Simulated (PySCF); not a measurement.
Static polarisabilities and like-pair C6 coefficients by linear response at CAM-B3LYP/def2-SVPD (PySCF, frozen core in the response, non-relativistic, gas phase), PBE0-D3(BJ)/def2-SVP geometries, one conformer each; atomic units unless stated. Spin–orbit coupling is left out although an atom past zinc is present.

```csv
label,species,α,C6
P,`CC(C)C[AsH2]`,83.2,2652
Q,`NC(=O)C1SCCS1`,95.3,3680
R,`[SiH3]N[SiH2][SiH3]`,93.0,2907
S,`SC1=C2NC=CC2=CC=C1`,121.3,5102
T,`CC[C@H](C)[AsH2]`,83.0,2642
U,`ClC(C(=O)Cl)=O`,58.0,1421
```

Task: Estimate the unlike-pair coefficients by the rule C6(AB) = 2·C6(AA)·C6(BB) / [C6(AA)·αB/αA + C6(BB)·αA/αB], and compare with the geometric mean, for PQ, PT, PU, QR, QT, RS, ST and TU.

Result: 
```csv
pair,combination rule,geometric mean,ratio
PQ,3123,3124,1.000
PT,2647,2647,1.000
PU,1938,1941,0.999
QR,3257,3271,0.996
QT,3117,3118,1.000
RS,3851,3851,1.000
ST,3666,3671,0.999
TU,1935,1937,0.999
```

The rule is exact for one-pole polarisabilities and never exceeds the geometric mean; the two meet where both partners have the same effective excitation energy. These unlike-pair values are estimates, not computed integrals.
